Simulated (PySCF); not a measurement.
# C₆ coefficients of unlike pairs at CAM-B3LYP

Calculated with PySCF 2.14 from the dipole response of each species, C₆(A,B) = (3/π) ∫ α_A(iu) α_B(iu) du, in atomic units, from isotropic polarisabilities. For ions this is the dispersion term alone; charge-induced terms of lower order in 1/R come first.

```tsv
species	configuration	basis	relativity	α (bohr³)	C₆ (like pair)
Li	[He] 2s1 (2S)	aug-cc-pCVDZ (5s4p2d)	none	146.5	1164
C⁺	[He] 2s2 2p1 (2P)	aug-cc-pwCVQZ (9s8p6d4f2g)	none	6.067	14.48
F³⁺	[He] 2s2 2p2 (3P)	aug-cc-pwCVTZ (7s6p4d2f)	none	0.9309	0.8408
Sr²⁺	[Kr] (1S)	def2-QZVPPD with the def2 core potential (28 electrons) (7s5p4d3f)	core potential	5.851	28.42
```

Q: Estimate C₆ for Sr²⁺ with C⁺.

A: The integral gives 19.28. The combination rule 2 C_A C_B / (C_A α_B/α_A + C_B α_A/α_B) gives 18.95 and the geometric mean 20.29.

No spin-orbit coupling is included.

The other pairs:

| pair | C₆ |
| --- | --- |
| C⁺, Li | 84.72 |
| Sr²⁺, F³⁺ | 4.807 |
| F³⁺, Li | 14.07 |
| Sr²⁺, Li | 88.26 |
| F³⁺, C⁺ | 3.167 |
